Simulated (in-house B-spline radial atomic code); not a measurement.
Radial electron density of Ba2+, [Kr] (4d3/2)3 (4d5/2)6 5s2 5p6 6s1. Computed with a radial B-spline atomic code at the basis-set limit: Dirac-Kohn-Sham PBE0, spherical fractional occupations, Fermi nucleus of rms radius 4.8378 fm.

Caution: exact exchange at fractional occupations of open shells leaves self-interaction of up to several eV.

Columns: r (bohr), 4πr²n(r) (electrons per bohr), bar.

```
0.000874    1.933 #
 0.00109    2.824 #
 0.00137    4.155 ##
 0.00171    5.996 ###
 0.00214    8.606 ####
 0.00268    12.21 ######
 0.00335    17.03 ########
 0.00419    23.32 ###########
 0.00524    31.19 ##############
 0.00655    40.49 ###################
  0.0082    50.79 #######################
  0.0103    61.08 ############################
  0.0128    69.16 ################################
   0.016    73.95 ##################################
  0.0201    74.01 ##################################
  0.0251    70.16 ################################
  0.0314    65.84 ##############################
  0.0393    66.25 ###############################
  0.0491    74.53 ##################################
  0.0614    87.55 ########################################
  0.0768    95.43 ############################################
  0.0961    89.88 #########################################
    0.12    75.79 ###################################
    0.15    69.04 ################################
   0.188    76.62 ###################################
   0.235    81.34 ######################################
   0.294    64.87 ##############################
   0.368    38.59 ##################
    0.46    27.96 #############
   0.576    31.66 ###############
    0.72    29.51 ##############
   0.901    18.62 #########
    1.13    10.47 #####
    1.41    7.989 ####
    1.76    6.132 ###
    2.21    3.318 ##
    2.76    1.359 #
    3.45   0.5982 
    4.32   0.3043 
     5.4   0.1132 
    6.75    0.023 
    8.45 0.002103 
    10.6 7.217e-05 
    13.2 8.376e-07
```

On this grid the curve has 4 maxima, near 0.0201, 0.0768, 0.235, 0.576 bohr.

The 4d5/2 radial function P(r) = rR(r), positive near the nucleus, with its small component Q(r) (sign convention: Q ≈ (P' + κP/r)/2c):

```csv
r (bohr),P,Q
0.0082,0.001356,-9.082e-05
0.0128,0.004687,-0.0003122
0.0201,0.01572,-0.001034
0.0314,0.04847,-0.003134
0.0491,0.1346,-0.008519
0.0768,0.3176,-0.01969
0.12,0.5802,-0.03567
0.188,0.6855,-0.04515
0.294,0.2054,-0.03083
0.46,-0.7801,0.00208
0.72,-1.248,0.02007
1.13,-0.7387,0.01225
1.76,-0.1816,0.002745
2.76,-0.01405,0.0001906
```
